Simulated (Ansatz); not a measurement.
Job for Ansatz (a first-principles code): R-CCSD(T)/cc-pV(D+d)Z on H2O (SMILES O). The basis file is the Basis Set Exchange's JSON of that set.

Ansatz 0.2 input:
```yaml
crystal:
  periodic: [false, false, false]
  atoms:
    - {symbol: O, position_ang: [-0.00000000, 0.00000000, 0.38961139]}
    - {symbol: H, position_ang: [0.00000000, 0.76498632, -0.19485569]}
    - {symbol: H, position_ang: [0.00000000, -0.76498632, -0.19485569]}
basis:
  gaussian:
    orbitals: cc-pV_D+d_Z.json
magnetization: {spin_polarized: false}
correlation: {method: ccsd_t, electrons: outside_noble_gas}
scf: {lower_state_search: off}
```

It printed:

```
WARN ansatz: RAYON_NUM_THREADS=4 ignored (pool sized by the plan → 4); use --threads N
Functional definition: HF
these checks for a lower state are left out or cut short: stability, starts, cluster_reference, orbital_swaps, neighbouring_geometries, increment
integrals: 0.00 GiB planned
217 factors; integrals over basis functions are off by at most 1.1e-3 eV
mean field: 0.04 GiB planned
mean field evaluation 1: about -2067.1951 eV, gradient 3.0e1 eV
mean field evaluation 2: about -2067.1953 eV, gradient 3.0e1 eV
mean field evaluation 4: about -2068.7778 eV, gradient 1.4e0 eV
mean field evaluation 8: about -2068.7851 eV, gradient 1.5e-5 eV
mean field -2068.78506534 eV, -76.0264488783 hartree, gradient 2.5e-6 eV, S^2 0.000000; 0 other end points of the search recorded, 0 dependent functions left out
1 core orbitals not correlated
reference -2068.78506534 eV, -76.0264488783 hartree; 4, 4 occupied and 19, 19 virtual orbitals, 217 factors
second order -5.49506526 eV of doubles, -0.00000000 eV of singles
coupled cluster: 0.05 GiB planned
cycle   1  -5.63524644 eV  change   -1.4e-1 eV  update   3.3e-2
cycle   2  -5.74219518 eV  change   -1.1e-1 eV  update   1.0e-2
cycle   3  -5.75573885 eV  change   -1.4e-2 eV  update   3.1e-3
cycle   4  -5.75555087 eV  change    1.9e-4 eV  update   6.4e-4
cycle   5  -5.75579331 eV  change   -2.4e-4 eV  update   2.2e-4
cycle   6  -5.75574461 eV  change    4.9e-5 eV  update   7.6e-5
cycle   7  -5.75573122 eV  change    1.3e-5 eV  update   1.9e-5
cycle   8  -5.75572766 eV  change    3.6e-6 eV  update   2.9e-6
perturbative correction -0.08304353 eV, -0.0030517933 hartree
Total energy: -2074.62383652 eV, -76.2410197616 hartree
Checks for a lower state left out: stability, starts, cluster_reference, orbital_swaps, neighbouring_geometries, increment
```

The run converged.

Cost: around 0.4 core-seconds (rough).
